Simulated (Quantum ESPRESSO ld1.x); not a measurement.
The numbers below are computed, except where a source is named.
Question: Coherent X-ray form factor from a spherical all-electron density. Code: ld1.x of Quantum ESPRESSO 7.5. Model: non-relativistic Kohn-Sham, LDA (Slater exchange, Perdew-Zunger correlation), spin-polarised, spherical densities, point nucleus.

| sin(theta)/lambda (1/angstrom) | f0 (electrons) |
|---|---|
| 0.05 | 19.947 |
| 0.1 | 19.789 |
| 0.15 | 19.529 |
| 0.2 | 19.175 |
| 0.25 | 18.735 |
| 0.3 | 18.219 |
| 0.4 | 17.005 |
| 0.5 | 15.634 |
| 0.6 | 14.207 |
| 0.8 | 11.510 |
| 1 | 9.349 |
| 1.25 | 7.524 |
| 1.5 | 6.424 |
| 2 | 5.114 |

The species is in the configuration that NIST lists as its ground one. Which atom or ion scatters so?

Answer: The krypton ion Kr16+, [Ar] 3d2. Extrapolating in s^2 from the first two rows gives f0(0) = 20.0, near the electron count 20; among species with that count, the fall with angle is slower the higher Z, and the table is that of Z = 36; from so few rows the species is fixed only to a neighbour or two.
